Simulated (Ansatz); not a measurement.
Start from `B[Se]C` and change one element to get `C[Se][AlH2]`.

Ansatz, PBE0-D4/def2-TZVP geometries, multiplicity 1. 

Scalar relativity is left out up to krypton.

```
                                          property  `B[Se]C`
                 HOMO energy (PBE/def2-TZVPP) / eV     -6.40
              HOMO–LUMO gap (PBE0/def2-TZVPP) / eV      6.20
size of the dipole moment (ωB97M-V/def2-TZVPP) / D      1.54
               HOMO energy (B3LYP/def2-TZVPP) / eV     -7.19
             HOMO energy (ωB97M-V/def2-TZVPP) / eV     -9.55
                HOMO energy (PBE0/def2-TZVPP) / eV     -7.42
```

**Question.** Give the same properties after the change, and the shifts. (An estimate is asked.)

**Answer.** The calculation gave: 
| property | `C[Se][AlH2]` | shift |
| --- | --- | --- |
| HOMO energy (PBE/def2-TZVPP) / eV | -5.87 | 0.53 |
| HOMO–LUMO gap (PBE0/def2-TZVPP) / eV | 5.57 | -0.63 |
| size of the dipole moment (ωB97M-V/def2-TZVPP) / D | 1.33 | -0.21 |
| HOMO energy (B3LYP/def2-TZVPP) / eV | -6.69 | 0.50 |
| HOMO energy (ωB97M-V/def2-TZVPP) / eV | -9.03 | 0.52 |
| HOMO energy (PBE0/def2-TZVPP) / eV | -6.92 | 0.50 |

With PBE0 the HOMO rises by 0.50 eV and the LUMO falls by 0.14 eV, so the gap narrows by about 0.64 eV. PBE moves the HOMO by 0.53 eV and ωB97M-V by 0.52 eV. Dipoles are sizes alone; their direction can turn.

B3LYP here is the variant with VWN-RPA as its local correlation; programs differ in this.

Spin–orbit coupling is left out; it splits and shifts lone-pair levels of the heavy atoms by tenths of an eV.
